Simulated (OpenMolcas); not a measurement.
An atom or ion with 34 electrons was computed by XMS-CASPT2, IPEA 0.25 Eh, imaginary shift 0.1 Eh with spin-orbit coupling (OpenMolcas, ANO-RCC-VTZP, DKH2). The lowest levels that the run gave, each within 12 % of the measured value where one is at hand:

| J | Parity | E (cm-1) | g |
| --- | --- | --- | --- |
| 2 | even | 0.0 | 1.493 |
| 1 | even | 1837 | 1.501 |
| 0 | even | 2400 |  |
| 2 | even | 9690 | 1.008 |
| 0 | even | 23170 |  |

Which ion is it, and what are the configurations and terms?

Se I (Z = 34, neutral; active space 4 electrons in 3 orbitals (4p)). J, parity and g give the terms where levels are pure, and mixed ones are named by the computed weights; the size of the splittings, set against known spectra of the 34-electron sequence, gives the charge. In order, with the measured energies in cm-1 (NIST Handbook of Basic Atomic Spectroscopic Data): 4s2 4p4 3P2, 4s2 4p4 3P1 (1989), 4s2 4p4 3P0 (2534), 4s2 4p4 1D2 (9576), 4s2 4p4 1S0 (22446).

Term energies are means over components that CASPT2 splits; among the terms shown or strongly mixed into the levels shown the widest spread is 970 cm-1 (4s2 4p4 1D). With the s shell closed, the reference lacks s² → p² mixing. Measured partners are found by configuration, term and J. A level has none where our copy of the source lacks it or the pairing is in doubt (some pairs that miss far off the trend of their configuration count as doubtful), and it then counts in no deviation. Levels of configurations outside the active space are missing.
